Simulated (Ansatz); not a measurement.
```yaml
crystal:
  periodic: [false, false, false]
  atoms:
    - {symbol: K, position_ang: [-3.211815, -1.161955, -0.013998]}
    - {symbol: K, position_ang: [-1.547290, 2.710169, -1.394393]}
    - {symbol: K, position_ang: [0.329017, 0.683445, 2.322560]}
    - {symbol: K, position_ang: [0.337160, -3.763642, 1.636757]}
    - {symbol: K, position_ang: [3.092910, 2.646334, -0.620950]}
    - {symbol: K, position_ang: [1.000017, -1.114350, -1.929966]}
basis:
  gaussian: {orbitals: def2-TZVPD, initial_orbitals: start.molden}
total_charge: -1
magnetization: {spin_polarized: true, initial_magnetization: 1}
hamiltonian: {xc: {name: wB97M-V}}
scf: {omitted_lower_state_checks: [starts]}
output: {orbitals: {seedname: orbitals}}
```

The file start.molden holds the orbitals of an earlier run on this structure, at another level or in another basis.

```sh
$ ansatz run in.yaml --threads 4 --pin off --events-out ev --progress --plain --max-ram 4787MiB
```

**Question.** Does this run fit into the memory that it is given?

**Answer.** No. It has 216 basis functions, and Ansatz plans for 6 GiB where 5 GiB are given.
